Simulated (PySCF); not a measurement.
## `O=CO[C@@H]1C=COC1=O`, C$_{5}$H$_{4}$O$_{4}$

Molfile (atoms numbered from 1):
```
C5H4O4
     RDKit          3D

 13 13  0  0  0  0  0  0  0  0999 V2000
    2.7354   -0.1104   -0.8498 O   0  0  0  0  0  0  0  0  0  0  0  0
    2.3749    0.3900    0.1707 C   0  0  0  0  0  0  0  0  0  0  0  0
    1.1260    0.4864    0.6072 O   0  0  0  0  0  0  0  0  0  0  0  0
    0.1085   -0.1039   -0.1965 C   0  0  2  0  0  0  0  0  0  0  0  0
   -1.0295    0.8134   -0.5192 C   0  0  0  0  0  0  0  0  0  0  0  0
   -2.1450    0.2469   -0.0778 C   0  0  0  0  0  0  0  0  0  0  0  0
   -1.9433   -0.9580    0.5481 O   0  0  0  0  0  0  0  0  0  0  0  0
   -0.6189   -1.2352    0.5635 C   0  0  0  0  0  0  0  0  0  0  0  0
   -0.1434   -2.1983    1.0742 O   0  0  0  0  0  0  0  0  0  0  0  0
    3.0347    0.8665    0.9116 H   0  0  0  0  0  0  0  0  0  0  0  0
    0.5887   -0.5168   -1.1001 H   0  0  0  0  0  0  0  0  0  0  0  0
   -0.9240    1.7520   -1.0221 H   0  0  0  0  0  0  0  0  0  0  0  0
   -3.1685    0.5678   -0.1276 H   0  0  0  0  0  0  0  0  0  0  0  0
  1  2  2  0
  2  3  1  0
  3  4  1  0
  4  5  1  0
  5  6  2  0
  6  7  1  0
  7  8  1  0
  8  9  2  0
  8  4  1  0
  2 10  1  0
  4 11  1  6
  5 12  1  0
  6 13  1  0
M  END
```

Method used: GIAO HF/pcSseg-1 magnetisability, rotational g tensor and spin-rotation constants, non-relativistic, gas phase in PySCF. Geometry: GFN2-xTB.

Q: What are the magnetisability and the molar susceptibility?

A: Isotropic -995 × 10⁻³⁰ J/T², or -59.9 × 10⁻⁶ cm³/mol; principal values -1102, -1007, -877 × 10⁻³⁰ J/T², anisotropy 195 × 10⁻³⁰ J/T² (root of half the summed squared differences of the principal values). The susceptibility is in cgs units.

Q: Split it along the inertial axes a, b, c into diamagnetic and paramagnetic parts about the centre of mass, with the quadrupole moment.

A: 
```tsv
axis	χ (10⁻⁶ cm³/mol)	diamagnetic (10⁻⁶ cm³/mol)	paramagnetic (10⁻⁶ cm³/mol)	summed x² of all electrons (Å²)	quadrupole Θ (D Å)
a	-54.1	-440.1	386.0	206.9	+1.41
b	-59.9	-982.1	922.1	79.2	-2.18
c	-65.8	-1213.9	1148.2	24.5	+0.78
```
Anisotropies 2χaa − χbb − χcc = +17.6 and 2χbb − χaa − χcc = 0.0 × 10⁻⁶ cm³/mol. Θ is traceless in Buckingham's convention.

Q: And the rotational g tensor?

A: 
```tsv
axis	rotational constant (GHz)	g	nuclear part	electronic part
a	3.3406	-0.0610	0.5448	-0.6058
b	1.2671	-0.0184	0.5306	-0.5489
c	1.0082	-0.0127	0.5312	-0.5438
```
Asymmetric top; isotopes 12C, 1H, 16O; no vibrational averaging.
